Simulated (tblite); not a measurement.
Cl$_{2}$Pb (SMILES [Cl][Pb][Cl]), singlet, at a GFN2-xTB geometry (such geometries of metal compounds can be far from the true shape); IPEA1-xTB (tblite).

Here is a job for tblite.
```
$ tblite run mol.xyz --method ipea1 --charge 0 --spin 0 --json tblite.json --no-restart

# file mol.xyz
3

Pb     0.00765115    -0.01117216     0.46344358
Cl     1.26191218     1.44651416    -1.10463352
Cl    -1.29881774    -1.39262489    -1.13080023
```

What the program printed (banner, timings and long lists left out):

```
xTB calculator
 | screened Coulomb repulsion
 | Coulomb electrostatics
 |  * isotropic Klopman-Ohno-Mataga-Nishimoto electrostatics
 |  * onsite third-order electrostatics
 | DFT-D3(BJ) dispersion correction

halogen bonding energy    0.0000000000000E+00 Eh
repulsion energy          5.0832080329070E-03 Eh
dispersion energy        -1.0886904791386E-03 Eh
number of electrons       1.8000000000000E+01 e
integral cutoff           2.6844815140639E+01 bohr

------------------------------------------------------------
  cycle        total energy    energy error   density error
------------------------------------------------------------
      1     -9.814172905842  -9.8181674E+00   5.9645496E-01
      2     -10.06563517027  -2.5146226E-01   7.7920385E-02
      3     -10.06566340806  -2.8237795E-05   4.7872142E-02
      4     -10.06563050033   3.2907737E-05   8.5437235E-03
      5     -10.06567845255  -4.7952222E-05   4.0543935E-04
      6     -10.06567850143  -4.8881237E-08   2.2644348E-04
      7     -10.06567852523  -2.3800883E-08   6.3583516E-05
      8     -10.06567852718  -1.9443132E-09   5.3180494E-06
------------------------------------------------------------

electronic energy        -1.0069673044729E+01 Eh
total energy             -1.0065678527175E+01 Eh

Post processing:
 | Mayer-Wiberg bond orders

[Info] JSON dump of results written to 'tblite.json'
```
